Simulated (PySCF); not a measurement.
**Exercise with solution: entropy of an ideal gas**

CH₃ClGa, SMILES [Cl][Ga+][CH3], charge +1.

Geometry optimised at r2SCAN-D4/def2-TZVP. The multiplicity is an assumed one; other spin states were not compared. The isomer is the one that the SMILES or the coordinates give; other isomers of the formula were not compared.

r2SCAN-D4/def2-TZVP run with PySCF gives the harmonic wavenumbers 121, 121, 463, 642, 794, 794, 1227, 1415, 1415, 3045, 3159, 3159 cm⁻¹ and the rotational temperatures 7.4383, 0.1261, 0.1261 K. The molar mass is 120.21 g/mol, the symmetry number 3, the spin multiplicity 1.

Task: Work out the entropy at 298.15 K and 1 atm in the rigid-rotor, harmonic-oscillator model.

Result: 
Translation (Sackur–Tetrode at 1 atm): S = R[1.5 ln M + 2.5 ln T − 1.16487] = 168.5 J/(mol K).
Rotation: q = (√π/σ) T^1.5/√(θA θB θC) = 8840, S = R[ln q + 3/2] = 88.0 J/(mol K).
Vibration: with u = 1.4388 ν/T, each mode gives R[u/(e^u − 1) − ln(1 − e^−u)]:
| ν (cm⁻¹) | modes | u | S (J/(mol K)) |
|---|---|---|---|
| 121 | 2 | 0.58 | 25.81 |
| 463 | 1 | 2.23 | 3.17 |
| 642 | 1 | 3.10 | 1.60 |
| 794 | 2 | 3.83 | 1.78 |
| 1227 | 1 | 5.92 | 0.15 |
| 1415 | 2 | 6.83 | 0.14 |
The stiffer modes add less than 0.005 each. Sum 32.7 J/(mol K).
Spin: R ln 1 = 0.0 J/(mol K).
Total 289.2 J/(mol K); the program's own thermochemistry gives 289.1. Translation makes up 58 % and vibration 11 %. Anharmonicity, hindered rotation and orbital degeneracy are left out.
